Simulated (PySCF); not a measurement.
Atomic charges against the basis set

Species: C3H9BSi.
Structure used (PBE0-D3(BJ)/def2-SVP), in Å, numbered top down from 1:
```xyz
14
C3H9BSi angstrom
B      1.0936    1.4655    0.7306
C      0.9500    0.0847    0.0445
C      1.9630   -0.3248   -0.7525
Si    -0.5801   -0.9807    0.3015
C     -2.1264   -0.0770   -0.2690
H      0.2341    1.9104    1.4604
H      2.0900    2.1290    0.5385
H      1.9588   -1.2892   -1.2786
H      2.8505    0.3024   -0.9106
H     -0.7117   -1.3178    1.7552
H     -0.4125   -2.2611   -0.4612
H     -3.0241   -0.6950   -0.1136
H     -2.2543    0.8601    0.2949
H     -2.0613    0.1724   -1.3392
```

PBE0 throughout (PySCF), one geometry, spherical d and f functions. Isolated species at its PBE0-D3(BJ)/def2-SVP geometry (one conformer only). Atoms taken as equivalent share a column and are averaged. The first 7 of 10 kinds of atom are listed.

Mulliken charges (e):

```csv
basis,functions,B1,C2,C3,Si4,C5,H6/H7,H8
STO-3G,38,+0.139,-0.264,-0.127,+0.622,-0.397,-0.057,+0.080
6-31G,67,+0.188,-0.379,-0.303,+0.709,-0.819,-0.046,+0.171
pcSseg-0,67,+0.253,-0.919,-0.282,+0.952,-1.178,+0.015,+0.232
6-31G*,92,+0.047,-0.164,-0.352,+0.475,-0.768,-0.019,+0.183
cc-pVDZ,119,+0.041,-0.193,+0.017,+0.293,-0.267,-0.034,+0.051
def2-SVP,119,+0.077,-0.308,-0.010,+0.465,-0.358,-0.033,+0.059
"6-311+G(2d,p)",197,-0.109,+0.260,-0.542,+0.548,-0.753,-0.008,+0.137
aug-cc-pVDZ,200,-1.503,+0.158,+0.780,-0.113,+0.436,+0.671,-0.433
def2-TZVP,215,-0.061,-0.103,-0.191,+0.211,-0.507,+0.007,+0.138
IGLO-III,274,+0.171,-0.373,-0.195,+0.832,-0.620,-0.064,+0.114
cc-pVTZ,280,-0.041,-0.137,-0.171,+0.246,-0.393,+0.001,+0.128
pcSseg-2,313,+0.354,-0.517,-0.003,+0.625,-0.303,-0.087,+0.071
```

IAO charges (e):

```
        basis  functions      B1      C2      C3     Si4      C5   H6/H7      H8
       STO-3G         38  +0.057  -0.393  -0.185  +0.758  -0.645  -0.006  +0.129
        6-31G         67  +0.012  -0.359  -0.199  +0.631  -0.702  +0.007  +0.151
     pcSseg-0         67  +0.011  -0.373  -0.176  +0.643  -0.706  +0.005  +0.145
       6-31G*         92  +0.030  -0.396  -0.180  +0.747  -0.706  -0.001  +0.146
      cc-pVDZ        119  +0.013  -0.386  -0.183  +0.743  -0.703  +0.004  +0.146
     def2-SVP        119  +0.022  -0.391  -0.173  +0.761  -0.697   0.000  +0.142
6-311+G(2d,p)        197  +0.016  -0.397  -0.192  +0.777  -0.728  +0.004  +0.150
  aug-cc-pVDZ        200  +0.014  -0.387  -0.193  +0.746  -0.717  +0.005  +0.150
    def2-TZVP        215  +0.017  -0.401  -0.191  +0.787  -0.731  +0.004  +0.150
     IGLO-III        274  +0.015  -0.400  -0.193  +0.786  -0.732  +0.005  +0.151
      cc-pVTZ        280  +0.016  -0.397  -0.191  +0.773  -0.729  +0.004  +0.150
     pcSseg-2        313  +0.018  -0.400  -0.191  +0.785  -0.731  +0.004  +0.150
```

Hirshfeld charges (e):

```csv
basis,functions,B1,C2,C3,Si4,C5,H6/H7,H8
STO-3G,38,+0.142,-0.140,-0.013,+0.377,-0.124,-0.078,+0.025
6-31G,67,+0.130,-0.154,-0.025,+0.299,-0.192,-0.062,+0.051
pcSseg-0,67,+0.124,-0.152,-0.024,+0.333,-0.195,-0.065,+0.046
6-31G*,92,+0.132,-0.154,-0.021,+0.293,-0.193,-0.062,+0.052
cc-pVDZ,119,+0.128,-0.156,-0.025,+0.324,-0.201,-0.064,+0.050
def2-SVP,119,+0.128,-0.158,-0.026,+0.331,-0.205,-0.064,+0.050
"6-311+G(2d,p)",197,+0.135,-0.173,-0.034,+0.332,-0.209,-0.061,+0.052
aug-cc-pVDZ,200,+0.132,-0.169,-0.038,+0.333,-0.218,-0.060,+0.053
def2-TZVP,215,+0.131,-0.166,-0.033,+0.326,-0.212,-0.061,+0.052
IGLO-III,274,+0.129,-0.165,-0.038,+0.328,-0.214,-0.060,+0.052
cc-pVTZ,280,+0.130,-0.163,-0.033,+0.326,-0.212,-0.062,+0.052
pcSseg-2,313,+0.132,-0.167,-0.036,+0.333,-0.219,-0.060,+0.053
```

Some averages cover members that differ in this geometry, most widely: H6/H7, Mulliken in aug-cc-pVDZ +0.636 to +0.706 e.

Problem. Which scheme is steadiest as the basis changes?

Solution. Largest range over the bases for any column: Hirshfeld 0.09 e, IAO 0.16 e, Mulliken 1.86 e. Hirshfeld charges move least and Mulliken charges most, counted in e. Without the minimal STO-3G basis the ranges are Hirshfeld 0.04, IAO 0.16, Mulliken 1.86 e.

Problem. How much do the charges still move between the two largest bases, cc-pVTZ and pcSseg-2?

Solution. At most, over all atoms: Mulliken 0.395 e, IAO 0.012 e, Hirshfeld 0.007 e.

Problem. What do the same runs give for the total energy, the frontier levels and the dipole moment?

Solution. 
```csv
basis,energy (Eh),HOMO (eV),LUMO (eV),μ (D)
STO-3G,-428.6735,-6.28,0.72,1.07
6-31G,-433.6425,-8.10,-1.90,1.09
pcSseg-0,-433.0693,-8.42,-2.18,1.16
6-31G*,-433.7033,-8.07,-1.89,1.10
cc-pVDZ,-433.7268,-8.16,-2.09,1.07
def2-SVP,-433.5297,-8.24,-2.14,1.08
"6-311+G(2d,p)",-433.7742,-8.27,-2.23,1.04
aug-cc-pVDZ,-433.7353,-8.23,-2.22,1.03
def2-TZVP,-433.7856,-8.25,-2.21,1.05
IGLO-III,-433.7917,-8.26,-2.23,1.04
cc-pVTZ,-433.7855,-8.24,-2.19,1.06
pcSseg-2,-433.7935,-8.26,-2.23,1.05
```

The dipole is fixed by the density alone, so its range of 0.13 D shows that the density itself changes with the basis, not only its division among atoms.
